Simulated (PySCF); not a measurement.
These are PBE-D3(BJ)/def2-TZVP // PBE0-D3(BJ)/def2-TZVP (PySCF) values and carry that method's errors. Gas-phase values, no solvent. One relaxed conformer stands for a flexible species; it need not be the lowest. Excitations are Tamm–Dancoff values on a coarser integration grid. The basis has no diffuse functions, so Rydberg states are missing or too high.

Reference species (SMILES): `[SiH3][Al]([SiH3])[SiH3]` (neutral, multiplicity 1).

- S1 oscillator strength: 0.000
- T1 excitation (TDA): 2.63 eV
- S1–T1 gap (TDA): 0.51 eV
- HOMO–LUMO gap: 2.95 eV

After one change: the S1 oscillator strength hardly moves; the T1 excitation (TDA) goes up by 0.55 eV; the S1–T1 gap (TDA) rises by 0.07 eV; the HOMO–LUMO gap increases by 0.56 eV.

Q: Which change was made? The new species is one of these.
A. `[SiH3][Al]([SiH3])[SH]` (Si–Al–S–H torsion 0°)
B. `[SH][Al]([SH])[SH]`
C. `[SiH3][Al]([SH])[SH]` (S–Al–S–H torsion -179°, S–Al–S–H torsion -1°)

A: A, `[SiH3][Al]([SiH3])[SH]` (Si–Al–S–H torsion 0°)
